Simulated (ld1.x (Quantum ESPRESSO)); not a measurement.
**Si: variants of one RRKJ potential**

Base potential:

silicon, norm-conserving RRKJ (Kleinman–Bylander form), made with ld1.x (Quantum ESPRESSO) 7.5 (LDA (PZ), non-relativistic). Core [Ne], reference 3s1 3p0 (charge +3). Waves: 3p (bound, empty): rc 1.50 bohr; 3d channel at 0.05 Ry: rc 1.80 bohr; 3s (bound): rc 1.70 bohr. Local part: the s channel. Core correction: none.

All-electron outer shells of the reference configuration (LDA (PZ), non-relativistic, ld1.x):

```json
{"shell": "3s", "level (eV)": "-39.61", "outermost node (bohr)": "0.71", "outermost maximum (bohr)": "1.63"}
{"shell": "3p", "level (eV)": "-31.03", "outermost node (bohr)": "0.70", "outermost maximum (bohr)": "1.80"}
```

Cutoffs, loose and tight: the cutoffs (Ry, on a coarse ladder) from which the occupation-weighted sum of valence levels, in a spherical-Bessel basis at the reference potential, stays within 10 and 1 mRy of its value at 400 Ry. They do not see the model core or the augmentation charge, which bear on the density cutoff. Test errors are all-electron minus pseudo excitation energies from the reference, over the configurations 3s2 3p2; 3s2 3p1; 3s2 3p0; 3s0 3p4; 3s2 3p1.5; 3s1 3p2; 3s1 3p3 (two spin-polarised tests are not counted in the largest error). A dash means not determined; rows that change the core or the reference have their own tests.

```tsv
change	outcome	cutoff, loose	cutoff, tight	bound ghosts	largest test error (meV)
base	generated	15 Ry	40 Ry	none	+323
wave 3s (bound): rc 1.70 bohr becomes 3s (bound): rc 1.16 bohr	generated	55 Ry	160 Ry	none	+381
wave 3s (bound): rc 1.70 bohr becomes 3s (bound): rc 1.28 bohr	generated	40 Ry	90 Ry	none	+345
wave 3s (bound): rc 1.70 bohr becomes 3s (bound): rc 1.50 bohr	generated	15 Ry	40 Ry	none	+324
wave 3s (bound): rc 1.70 bohr becomes 3s (bound): rc 2.06 bohr	generated	12 Ry	35 Ry	none	+341
wave 3s (bound): rc 1.70 bohr becomes 3s (bound): rc 2.40 bohr	generated	10 Ry	25 Ry	none	+398
```

(1) What comes out with this change to the base: wave 3s (bound): rc 1.70 bohr becomes 3s (bound): rc 2.24 bohr?

(2) What comes out with this change to the base: wave 3s (bound): rc 1.70 bohr becomes 3s (bound): rc 2.60 bohr?

(3) What comes out with this change to the base: wave 3s (bound): rc 1.70 bohr becomes 3s (bound): rc 1.84 bohr?

Answers

(1) outcome: generated; cutoff, loose: 12 Ry; cutoff, tight: 30 Ry; bound ghosts: none; largest test error (meV): +368.

(2) outcome: generated; cutoff, loose: 8 Ry; cutoff, tight: 18 Ry; bound ghosts: none; largest test error (meV): +444.

(3) outcome: generated; cutoff, loose: 15 Ry; cutoff, tight: 35 Ry; bound ghosts: none; largest test error (meV): +327.

Reading the sweep of the s radius (base included, trends over the rows without a ghost): The loose cutoff falls from 55 Ry at 1.16 to 8 Ry at 2.6 bohr. A larger radius leaves more room for a smooth pseudo-wave, so fewer plane waves are needed; a smaller one forces it to follow the all-electron wave where it bends sharply. The median size of the test errors (rows with all tests solved) is not monotonic: lowest 249.0 meV at 1.7 bohr, highest 366.5 meV at 2.6 bohr.
